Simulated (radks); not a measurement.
Values are calculated unless marked as measured or tabulated.
Excited configurations of neutral magnesium: one electron is placed in a higher orbital outside [Ne] 3s1. The ground configuration is [Ne] 3s2. Level of theory: scalar-relativistic Kohn-Sham, PBE, spin-polarised, spherical densities, point nucleus; open shells are filled with parallel spins first (a radial shooting solver on a logarithmic mesh with Libxc functionals). Excitation = E - E(ground); binding = E(ion) - E, where the ion is the core of charge +1; n* = 1/sqrt(2 binding) in atomic units, and the quantum defect is n - n*.

outer orbital  excitation (eV)  binding (eV)     n*  quantum defect  eigenvalue (eV)
4d                       6.425         1.198  3.369           0.631           -0.672
4f                       6.655         0.969  3.748           0.252           -0.479
5s                       6.184         1.439  3.074           1.926           -0.904
5d                       6.834         0.789  4.153           0.847           -0.496
5f                       6.945         0.678  4.480           0.520           -0.405
6p                       6.870         0.753  4.251           1.749           -0.496

The Delta-SCF ionisation energy is 7.623 eV (NIST Atomic Spectra Database: 7.646 eV, measured). Self-interaction in the functional shifts the binding energies and quantum defects, so they are the method's values and not measured ones.
